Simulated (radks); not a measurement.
Values are calculated unless marked as measured or tabulated.
The mean radii <r> (bohr) of the occupied orbitals of an atom or ion are listed with their occupations. Level of theory: scalar-relativistic Kohn-Sham, PBEsol, spin-polarised, spherical densities, finite nucleus; Fermi nuclear charge, rms radius of each element as measured or else 0.836 A^(1/3) + 0.57 fm (a radial shooting solver on a logarithmic mesh with Libxc functionals).

orbital  occ.      <r>
1s          2  0.03918
2s          2   0.1726
2p          6   0.1504
3s          2   0.4924
3p          6   0.4987
3d         10   0.4983
4s          2    1.352
4p          6    1.547

Name the element and its charge. Open shells, if any, are filled with parallel spins first.

Answer. Z = 38, strontium, charge +2: Sr2+ in [Kr]. The 1s radius gives Z: for a bare nucleus <r> = (2 gamma + 1)/(2Z) with gamma = sqrt(1 - (Z/c)^2), 0.03844 bohr for Z = 38, and screening makes it slightly larger (0.03918 here). The occupations add up to 36, and the charge is Z minus that.
